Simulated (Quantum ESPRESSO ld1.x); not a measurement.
Q: Species: the promethium ion Pm57+. Configuration: [He] 2s2. Method: Dirac Kohn-Sham, PBE, spin-unpolarised, spherical densities, point nucleus; computed with ld1.x of Quantum ESPRESSO 7.5. Some entries of the table are withheld. Estimate them.

| orbital | occ. | eigenvalue (eV) | <1/r> (bohr^-1) | r(max) (bohr) |
|---|---|---|---|---|
| 1s1/2 | 2 | -51157.8 | (1) | 0.015 |
| 2s1/2 | 2 | -12457.4 | 16.96 | 0.081 |
| 2p1/2 | 0 | (2) | 16.87 | (3) |
| 2p3/2 | 0 | (4) | 15.12 | (5) |
| 3s1/2 | 0 | -5361.77 | 7.243 | 0.209 |

A: 
(1) 1s1/2 <1/r> (bohr^-1): 67.65
(2) 2p1/2 eigenvalue (eV): -12296.1
(3) 2p1/2 r(max) (bohr): 0.061
(4) 2p3/2 eigenvalue (eV): -11651.0
(5) 2p3/2 r(max) (bohr): 0.066
